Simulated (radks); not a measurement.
The selenium anion Se2-, [Kr], held by a Watson sphere: a shell of charge +2 at radius R that stands for the Madelung well of a crystal (potential energy -2/R inside, -2/r outside, in hartree with lengths in bohr). Method: scalar-relativistic Kohn-Sham, PBE, spin-polarised, spherical densities, finite nucleus; Fermi nuclear charge, rms radius of each element as measured or else 0.836 A^(1/3) + 0.57 fm; computed with a radial shooting solver on a logarithmic mesh with Libxc functionals. Response by self-consistent Sternheimer equations with the Hartree and adiabatic LDA kernel, the relativistic mass of each level held fixed and spin-orbit coupling left out. The sphere does not respond.

[
 {"R (bohr)": "2.32", "e(3d) (eV)": "-51.358", "e(4s) (eV)": "-17.990", "e(4p) (eV)": "-7.711", "<r> 4p (bohr)": "2.314", "sum of <r^2> (bohr^2)": "53.87", "X-ray form factor at sin(theta)/lambda = 0.3 1/angstrom": "23.129", "alpha (bohr^3)": "31.95"},
 {"R (bohr)": "2.38", "e(3d) (eV)": "-51.261", "e(4s) (eV)": "-17.821", "e(4p) (eV)": "-7.604", "<r> 4p (bohr)": "2.330", "sum of <r^2> (bohr^2)": "54.48", "X-ray form factor at sin(theta)/lambda = 0.3 1/angstrom": "23.129", "alpha (bohr^3)": "33.00"},
 {"R (bohr)": "3.05", "e(3d) (eV)": "-50.448", "e(4s) (eV)": "-16.178", "e(4p) (eV)": "-6.376", "<r> 4p (bohr)": "2.499", "sum of <r^2> (bohr^2)": "61.06", "X-ray form factor at sin(theta)/lambda = 0.3 1/angstrom": "23.161", "alpha (bohr^3)": "47.81"},
 {"R (bohr)": "3.16", "e(3d) (eV)": "-50.333", "e(4s) (eV)": "-15.950", "e(4p) (eV)": "-6.180", "<r> 4p (bohr)": "2.524", "sum of <r^2> (bohr^2)": "62.10", "X-ray form factor at sin(theta)/lambda = 0.3 1/angstrom": "23.168", "alpha (bohr^3)": "50.81"},
 {"R (bohr)": "3.93", "e(3d) (eV)": "-49.555", "e(4s) (eV)": "-14.615", "e(4p) (eV)": "-4.924", "<r> 4p (bohr)": "2.682", "sum of <r^2> (bohr^2)": "69.08", "X-ray form factor at sin(theta)/lambda = 0.3 1/angstrom": "23.207", "alpha (bohr^3)": "77.07"},
 {"R (bohr)": "4.37", "e(3d) (eV)": "-49.140", "e(4s) (eV)": "-14.018", "e(4p) (eV)": "-4.313", "<r> 4p (bohr)": "2.759", "sum of <r^2> (bohr^2)": "72.86", "X-ray form factor at sin(theta)/lambda = 0.3 1/angstrom": "23.218", "alpha (bohr^3)": "96.88"},
 {"R (bohr)": "5.11", "e(3d) (eV)": "-48.514", "e(4s) (eV)": "-13.212", "e(4p) (eV)": "-3.451", "<r> 4p (bohr)": "2.872", "sum of <r^2> (bohr^2)": "79.06", "X-ray form factor at sin(theta)/lambda = 0.3 1/angstrom": "23.227", "alpha (bohr^3)": "140.8"}
]
